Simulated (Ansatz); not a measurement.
A structure relaxed at PBE-D4/def2-SVPD in Ansatz, charge -1, doublet:

```xyz
7

Si   -0.0967    0.3566    1.0944
Si    1.4219    2.0517    0.2904
Si   -2.0540    0.0599   -0.5785
Si    2.1522   -0.2055    0.0020
Si    0.0737    0.8701   -1.4152
Si   -1.6868   -1.4481    1.2128
Ge    0.1898   -1.6847   -0.6060
```

Q: Give its formula.

A: Si6Ge⁻.

Q: Summarise the bond lengths by kind (pairs closer than 1.2 times the sum of covalent radii, bridged metal pairs left out).

A: 9 × Si–Si 2.37 to 2.59 Å; 4 × Ge–Si 2.53 to 2.68 Å.

The relaxation made no stability test and no search for a lower SCF solution. Another isomer (doublet) lies 0.29 eV lower at PBE0-D4/def2-TZVPD; other spin states weren't run for this one.
